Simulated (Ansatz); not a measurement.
Calculated with Ansatz (gas phase, PBE0-D4/def2-TZVP geometries, no zero-point term in ΔE). CCSD(T)/CBS is the MP2 limit (def2-TZVPP, def2-QZVPP) plus CCSD(T) − MP2 in def2-TZVPP, frozen cores. This one scheme is used for every species. DFT in def2-TZVPP. Elements past krypton have def2 core potentials. For Sn outer-core shells are correlated without core-valence functions, which leaves a few kJ/mol of doubt a bond. One conformer a species, not always the lowest.

`N=[C](S)[SnH3]` + `N[SiH3]` → `[SiH3][NH][SnH3]` + `N=CS`  (ligand exchange at the Sn–C bond)

```json
{"level": "B2PLYP", "ΔE (kJ/mol)": "-28.4"}
{"level": "SCS-MP2/def2-TZVPP", "ΔE (kJ/mol)": "-31.3"}
```

**Question.** What does CCSD(T)/CBS give? (Best estimate.)

**Answer.** Ansatz gave: -27.3 kJ/mol. The listed levels differ from it by -1.1, -4.0 kJ/mol.

Largest T1 diagnostic among the species: 0.015.

In def2-TZVPP, CCSD(T) changes the Hartree–Fock value by +14.8 kJ/mol (the triples alone add +2.7 kJ/mol) and MP2 by +15.6 kJ/mol. From PBE to PBE0 (25 % exact exchange), in def2-TZVPP and without D4, ΔE moves by −5.1 kJ/mol.
